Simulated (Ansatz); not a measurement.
**The dipole moment down a group: O to Te**

One atom is swapped for its congeners: CH6GeO `C[O][GeH3]`; CH6GeS `C[S][GeH3]`; Se(CH3)(GeH3); Te(CH3)(GeH3). All are singlets with charge 0.

Shapes, held fixed at every level: PBE0-D4/def2-TZVP. Programs: Ansatz 0.2.0. Values in D.

**Question.** How should the dipole moment change along the series?

**Answer.** At wB97M-V/def2-TZVPP the dipole moment isn't monotonic: it is largest for S and smallest for Te (1.39 and 1.08 D). 2 of 4 levels show this order throughout; 2 agree on the largest and the smallest. The two largest values are nearly level. For atoms past krypton def2 sets carry core potentials with scalar relativity. Relativity is left out for Ge, Se unless named.

```tsv
level	CH6GeO	CH6GeS	Se(CH3)(GeH3)	Te(CH3)(GeH3)
PBE-D4/def2-TZVPP	1.00	1.36	1.29	1.08
r2SCAN-D4/def2-TZVPP	1.06	1.45	1.40	1.17
B3LYP-D4/def2-TZVPP	1.11	1.38	1.32	1.07
wB97M-V/def2-TZVPP	1.14	1.39	1.34	1.08
```
